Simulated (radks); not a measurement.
Species: In+. Configuration: [Kr] 4d10 5s2. Method: scalar-relativistic Kohn-Sham, LB94 model potential, spin-unpolarised, spherical densities, finite nucleus; Fermi nuclear charge, rms radius 4.6156 fm; computed with a radial shooting solver on a logarithmic mesh with Libxc functionals.

Normalised radial functions P(r) = r R(r), r in bohr:

```
   r/bohr * 3p, o 3d, + 6s (the largest magnitude, 1.77, reaches the edge; | marks zero, & curves that meet)
 0.002224                             &
 0.003537                             &
 0.005625                             &*
 0.008946                             o+*
  0.01423                             o+ *
  0.02263                             o+    *
  0.03599                             +o         *
  0.05724                            +|   o           *
  0.09176                            +|         o  *
   0.1459                           * +                   o
   0.2321     *                       | +                        o
   0.3691  *                          +                      o
   0.5871                  *        + |         o
   0.9337                            &| o
    1.485                             &   +
    2.362                             &  +
    3.756                        +    &
    5.974                      +      &
    9.578                           + &
    15.23                             &
```

3p: eigenvalue -675.21 eV, 1 radial node at r = 0.138 bohr, <r> = 0.347 bohr, 90 % of the charge inside 0.520 bohr. 3d: eigenvalue -457.92 eV, 0 radial nodes, <r> = 0.323 bohr, 90 % of the charge inside 0.509 bohr. 6s (empty): eigenvalue -7.271 eV, 5 radial nodes at r = 0.0371, 0.147, 0.398, 0.996, 2.81 bohr, <r> = 5.63 bohr, 90 % of the charge inside 8.03 bohr.
